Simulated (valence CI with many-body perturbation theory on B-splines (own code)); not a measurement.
**E1 line list for Kr21+**

Calculated by configuration interaction combined with many-body perturbation theory (CI+MBPT): five valence electrons over a frozen Dirac-Fock core [Ne], radial functions for each j: 11 s, 11 p, 10 d, 8 f, 5 g, 2 h, with the one-electron correlation potential Σ1 (screened to all orders), the two-electron term Σ2, the three-electron term Σ3, Breit, model QED; selected single and double excitations, second order for the rest, scaled by the run's own slope (own B-spline code, finite nucleus).

No measured levels were compared; by estimate levels of excited configurations hold to 0.05 to 0.15 % of their energy, terms of the ground configuration to about 0.5 %. Among the levels kept, up to 3300 cm⁻¹ of a level comes from second order outside the variational space, and about a tenth of that is noise between levels of different J, which matters for small intervals.

Lines 101 to 150 of 596 in falling wavelength, among levels below 1923000 cm⁻¹, chosen from the strongest by gf and those to the six lowest levels. Wavelengths and rates use the calculated energies, so an error of 400 cm⁻¹ moves a line at 155.6 Å by 0.062 % and its rate by three times that or more. Electric multipoles are in the length gauge with retardation, E1 and E2 with the static RPA response of the core. Weak lines are less certain than strong ones. Lines between different terms over intervals too small for the method are left out, as are lines whose strength nearly cancels. Where a level lies close to another of its J and parity, the split of strength between their lines is uncertain. The highest levels of a list are the least certain.

Names give the largest LS component (configuration and term), which can be under half, so a name can repeat, a term be missing and a line seem to break the LS rules; names also repeat where a configuration has a term twice. Letters in brackets count levels of one name in rising energy.

| λ vac (Å) | Upper | Lower | A (s⁻¹) | S (a.u.) |
| --- | --- | --- | --- | --- |
| 155.6 | 3s.3p3.3d 2P°_3/2 [d] | 3s2.3p2.3d 2P_3/2 | 8.68e+09 | 6.45e-02 |
| 155.6 | 3s.3p3.3d 6D°_7/2 | 3s.3p4 4P_5/2 | 9.79e+07 | 1.45e-03 |
| 155.4 | 3s.3p3.3d 4F°_3/2 [b] | 3s2.3p2.3d 4D_1/2 | 9.30e+09 | 6.89e-02 |
| 155.0 | 3s.3p3.3d 4F°_5/2 [b] | 3s2.3p2.3d 2F_5/2 [a] | 9.96e+09 | 1.10e-01 |
| 154.4 | 3s.3p3.3d 2P°_3/2 [c] | 3s2.3p2.3d 2D_5/2 [a] | 7.70e+09 | 5.60e-02 |
| 154.2 | 3s.3p3.3d 4D°_7/2 [e] | 3s2.3p2.3d 2G_7/2 [a] | 4.12e+09 | 5.97e-02 |
| 154.1 | 3p4.3d 4F_9/2 | 3s.3p3.3d 4D°_7/2 [a] | 5.79e+09 | 1.05e-01 |
| 154.0 | 3s2.3p2.3d 4D_3/2 | 3s2.3p3 2P°_1/2 | 4.71e+08 | 3.40e-03 |
| 153.9 | 3s.3p3.3d 2G°_9/2 [b] | 3s2.3p2.3d 2G_7/2 [a] | 3.27e+09 | 5.87e-02 |
| 153.8 | 3s2.3p2.3d 4F_3/2 [b] | 3s2.3p3 2D°_3/2 | 1.70e+09 | 1.22e-02 |
| 153.7 | 3s.3p4 2S_1/2 | 3s2.3p3 2D°_3/2 | 1.48e+10 | 5.31e-02 |
| 153.6 | 3s.3p3.3d 4D°_5/2 [c] | 3s2.3p2.3d 2F_7/2 [a] | 4.86e+09 | 5.22e-02 |
| 153.6 | 3s.3p3.3d 2F°_7/2 [c] | 3s2.3p2.3d 2F_5/2 [b] | 1.02e+10 | 1.46e-01 |
| 153.6 | 3s2.3p.3d2 4G°_7/2 [a] | 3s2.3p2.3d 4P_5/2 | 6.03e+09 | 8.63e-02 |
| 153.1 | 3s.3p3.3d 2D°_5/2 [b] | 3s2.3p2.3d 4D_3/2 | 5.62e+09 | 5.97e-02 |
| 151.2 | 3p5 2P°_3/2 | 3s.3p4 4P_5/2 | 1.62e+09 | 1.11e-02 |
| 150.8 | 3s.3p3.3d 2G°_7/2 [b] | 3s2.3p2.3d 4D_5/2 | 8.18e+09 | 1.11e-01 |
| 150.7 | 3s.3p3.3d 4D°_5/2 [c] | 3s2.3p2.3d 4F_7/2 | 7.81e+09 | 7.91e-02 |
| 150.6 | 3s2.3p.3d2 4P°_1/2 [a] | 3s2.3p2.3d 2D_3/2 [b] | 1.53e+10 | 5.16e-02 |
| 150.5 | 3s2.3p.3d2 4G°_9/2 | 3s2.3p2.3d 2G_9/2 | 4.66e+09 | 7.83e-02 |
| 150.4 | 3s.3p4 2D_5/2 | 3s2.3p3 4S°_3/2 | 1.81e+08 | 1.82e-03 |
| 150.4 | 3s2.3p.3d2 4G°_7/2 [b] | 3s2.3p2.3d 2G_7/2 [b] | 1.16e+10 | 1.56e-01 |
| 150.2 | 3s2.3p.3d2 2F°_5/2 [a] | 3s2.3p2.3d 2F_5/2 [b] | 5.19e+09 | 5.21e-02 |
| 149.8 | 3s.3p4 2P_3/2 | 3s2.3p3 2P°_3/2 | 2.01e+09 | 1.34e-02 |
| 149.2 | 3s.3p3.3d 2D°_5/2 [g] | 3s2.3p2.3d 2D_5/2 [c] | 1.15e+10 | 1.13e-01 |
| 149.2 | 3s2.3p2.3d 2P_1/2 [a] | 3s2.3p3 2P°_1/2 | 9.48e+08 | 3.11e-03 |
| 148.9 | 3s.3p3.3d 2D°_3/2 [f] | 3s2.3p2.3d 2D_5/2 [c] | 1.57e+10 | 1.02e-01 |
| 148.7 | 3s.3p3.3d 2D°_5/2 [b] | 3s2.3p2.3d 4F_7/2 | 6.55e+09 | 6.37e-02 |
| 148.7 | 3s.3p3.3d 2F°_5/2 [c] | 3s2.3p2.3d 2D_3/2 [a] | 5.23e+09 | 5.09e-02 |
| 148.2 | 3s2.3p.3d2 4G°_7/2 [a] | 3s2.3p2.3d 2G_7/2 [a] | 1.02e+10 | 1.32e-01 |
| 148.2 | 3s.3p3.3d 2G°_7/2 [b] | 3s2.3p2.3d 4F_9/2 | 4.08e+09 | 5.24e-02 |
| 148.0 | 3s2.3p2.3d 4F_7/2 | 3s2.3p3 2D°_5/2 | 2.18e+08 | 2.79e-03 |
| 147.7 | 3s.3p3.3d 2D°_3/2 [f] | 3s2.3p2.3d 2D_3/2 [c] | 9.11e+09 | 5.79e-02 |
| 147.2 | 3s.3p3.3d 4D°_3/2 [c] | 3s2.3p2.3d 2F_5/2 [a] | 6.40e+09 | 4.03e-02 |
| 147.1 | 3s2.3p.3d2 2G°_7/2 [b] | 3s2.3p2.3d 2F_7/2 [b] | 3.41e+09 | 4.29e-02 |
| 146.7 | 3s.3p3.3d 2F°_5/2 [a] | 3s2.3p2.3d 4D_5/2 | 5.14e+09 | 4.81e-02 |
| 146.7 | 3s.3p3.3d 2F°_7/2 [c] | 3s2.3p2.3d 2D_5/2 [a] | 7.26e+09 | 9.04e-02 |
| 146.2 | 3s.3p3.3d 2D°_5/2 [f] | 3s2.3p2.3d 2F_7/2 [b] | 1.53e+10 | 1.41e-01 |
| 146.1 | 3p4.3d 2G_7/2 | 3s.3p3.3d 4D°_5/2 [a] | 5.34e+09 | 6.58e-02 |
| 145.3 | 3s2.3p.3d2 2F°_7/2 [a] | 3s2.3p2.3d 2F_7/2 [b] | 6.33e+09 | 7.67e-02 |
| 145.2 | 3s2.3p2.3d 2F_7/2 [a] | 3s2.3p3 2D°_5/2 | 1.40e+08 | 1.69e-03 |
| 144.6 | 3s.3p3.3d 2D°_3/2 [e] | 3s2.3p2.3d 2D_5/2 [b] | 8.55e+09 | 5.11e-02 |
| 144.6 | 3s2.3p2.3d 4P_3/2 | 3s2.3p3 2P°_3/2 | 1.31e+09 | 7.78e-03 |
| 144.5 | 3s.3p3.3d 2P°_3/2 [d] | 3s2.3p2.3d 2F_5/2 [b] | 1.15e+10 | 6.87e-02 |
| 144.4 | 3s.3p3.3d 2G°_7/2 [b] | 3s2.3p2.3d 2F_7/2 [a] | 8.88e+09 | 1.06e-01 |
| 143.9 | 3s.3p3.3d 2P°_3/2 [d] | 3s2.3p2.3d 2P_1/2 [c] | 2.78e+10 | 1.63e-01 |
| 143.9 | 3s2.3p.3d2 4P°_5/2 | 3s2.3p2.3d 2F_7/2 [b] | 1.53e+10 | 1.35e-01 |
| 143.8 | 3s2.3p2.3d 4D_3/2 | 3s2.3p3 2D°_5/2 | 7.22e+09 | 4.24e-02 |
| 143.3 | 3s2.3p2.3d 4P_1/2 | 3s2.3p3 2P°_3/2 | 3.62e+09 | 1.05e-02 |
| 142.8 | 3s.3p3.3d 2D°_5/2 [f] | 3s2.3p2.3d 2D_5/2 [b] | 4.70e+09 | 4.05e-02 |
